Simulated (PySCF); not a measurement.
**Mayer bond orders and bond lengths**

Compound: N-(3-methylbutyl)acetamide, C7H15NO.
Numbering: `[CH3:1][C:2](=[O:3])[NH:4][CH2:5][CH2:6][CH:7]([CH3:8])[CH3:9]` (hydrogens: H10, H11, H12 on C1; H13 on N4; H14, H15 on C5; H16, H17 on C6; H18 on C7; H19, H20, H21 on C8; H22, H23, H24 on C9)

Cartesian coordinates in Å at the PBE0-D3(BJ)/def2-SVP level; atoms count from 1:
```
atom  x, y, z in Å
C1     3.933    0.022    0.681
C2     2.490    0.467    0.790
O3     2.038    0.984    1.792
N4     1.738    0.234   -0.324
C5     0.327    0.520   -0.376
C6    -0.534   -0.735   -0.430
C7    -2.037   -0.470   -0.538
C8    -2.576    0.300    0.664
C9    -2.796   -1.778   -0.729
H10    4.405    0.405   -0.237
H11    3.993   -1.078    0.658
H12    4.480    0.389    1.556
H13    2.166   -0.245   -1.106
H14    0.113    1.100    0.532
H15    0.104    1.169   -1.242
H16   -0.220   -1.350   -1.294
H17   -0.331   -1.343    0.469
H18   -2.201    0.151   -1.440
H19   -3.660    0.466    0.572
H20   -2.403   -0.263    1.597
H21   -2.100    1.285    0.779
H22   -2.448   -2.321   -1.622
H23   -2.657   -2.441    0.140
H24   -3.877   -1.601   -0.842
```

Bond orders from the PBE0/pcSseg-1 density (PySCF). One conformer (not necessarily the lowest) at the PBE0-D3(BJ)/def2-SVP geometry, without solvent, vibrations or thermal averaging.

Task: Where do the orders between heavy atoms depart from those drawn in the SMILES?

Result: The largest departure is 0.146, at C2–N4 (drawn single, 1.146). Drawn single, order above 1.12: C2–N4 (1.146).

Task: Set the Mayer orders of the bonds between heavy atoms beside their lengths.

Result: 
```json
{"bond": "C1–C2", "drawn as": "single", "length (Å)": "1.513", "Mayer order": "0.989"}
{"bond": "C2–O3", "drawn as": "double", "length (Å)": "1.215", "Mayer order": "1.906"}
{"bond": "C2–N4", "drawn as": "single", "length (Å)": "1.364", "Mayer order": "1.146"}
{"bond": "N4–C5", "drawn as": "single", "length (Å)": "1.441", "Mayer order": "0.907"}
{"bond": "C5–C6", "drawn as": "single", "length (Å)": "1.523", "Mayer order": "1.034"}
{"bond": "C6–C7", "drawn as": "single", "length (Å)": "1.529", "Mayer order": "1.000"}
{"bond": "C7–C8", "drawn as": "single", "length (Å)": "1.526", "Mayer order": "1.023"}
{"bond": "C7–C9", "drawn as": "single", "length (Å)": "1.524", "Mayer order": "1.044"}
```

By pair of heavy elements: C–C: lowest C1–C2 (0.989, 1.513 Å), highest C7–C9 (1.044, 1.524 Å); in 3 of the 10 pairs the longer bond (by over 0.003 Å) has the higher order (by 0.02 or more). C–N: lowest N4–C5 (0.907, 1.441 Å), highest C2–N4 (1.146, 1.364 Å).

Task: And the bonds to hydrogen?

Result: C–H: 0.92 to 0.97 (14 bonds); H–N: 0.93 (1 bond).

Task: Sum the orders of all bonds at each heavy atom with more than one neighbour and set the sums beside the valence in the SMILES.

Result: C1 3.852 (drawn 4), C2 4.041 (drawn 4), N4 2.983 (drawn 3), C5 3.813 (drawn 4), C6 3.928 (drawn 4), C7 4.005 (drawn 4), C8 3.912 (drawn 4), C9 3.937 (drawn 4). Orders between atoms that aren't bonded are not in these sums.

The Mayer order sums products of elements of PS (density times overlap matrix) between the two atoms' basis functions, so it depends on the basis set.
